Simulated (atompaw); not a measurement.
rhenium: one change to a PAW (atompaw) potential, before and after

```
Element                 : rhenium (Re)
Generator               : atompaw 4.2.0.5
Type                    : PAW
Functional              : PBE
Relativity              : scalar-relativistic
Frozen core             : [Kr] 4d10 4f14
Valence charge          : 15
Reference configuration : 5s2 5p6 5d5 6s2 6p0
Partial waves           : 5s (bound): rc 1.85 bohr; 6s (bound): rc 1.90 bohr; 5p (bound): rc 1.40 bohr; 6p (bound, empty): rc 2.40 bohr; 5d (bound): rc 2.40 bohr; 5d channel at 2 Ry: rc 1.80 bohr
Local potential         : bessel scheme, radius 2.15 bohr
Core correction         : smooth core density matched at 1.90 bohr
Augmentation charge     : besselshape compensation charge, radius 2.00 bohr; PAW radius 2.40 bohr; waves and projectors: modrrkj vanderbiltortho
```

Change: augmentation besselshape compensation charge, radius 2.00 bohr; PAW radius 2.40 bohr; waves and projectors: custom rrkj gramschmidtortho.

Cutoffs: the cutoffs (Ry, on a coarse ladder) from which the occupation-weighted sum of valence levels, in a spherical-Bessel basis at the reference potential, stays within 10 and 1 mRy of its value at 400 Ry; they do not see the model core or the augmentation charge, which bear on the density cutoff.

Problem. What does the change do?

Solution. The potential gets harder (30 Ry and 50 Ry → 40 Ry and 80 Ry); the range in which the d phases agree widens (upper end -0.4 → at the end of the scan); neither file shows a bound ghost.

```csv
quantity,base,changed
"cutoff, loose",30 Ry,40 Ry
"cutoff, tight",50 Ry,80 Ry
loose cutoff by channel (10 mRy a level),"s 12 Ry, p 25 Ry, d 12 Ry","s 25 Ry, p 35 Ry, d 15 Ry"
bound ghosts,none,none
s: phases at 2.41 bohr within 0.05 rad from the reference energy up to (Ry; the scan ends near 5),to the end of the scan,to the end of the scan
p: phases at 2.41 bohr within 0.05 rad from the reference energy up to (Ry; the scan ends near 5),to the end of the scan,4.9
d: phases at 2.41 bohr within 0.05 rad from the reference energy up to (Ry; the scan ends near 5),-0.4,to the end of the scan
lowest overlap eigenvalue by channel,"s 0.79, p 0.58, d 0.49","s 0.11, p 0.48, d 0.51"
```

 The cutoffs see the waves, projectors and local potential, not the compensation charge or the core.
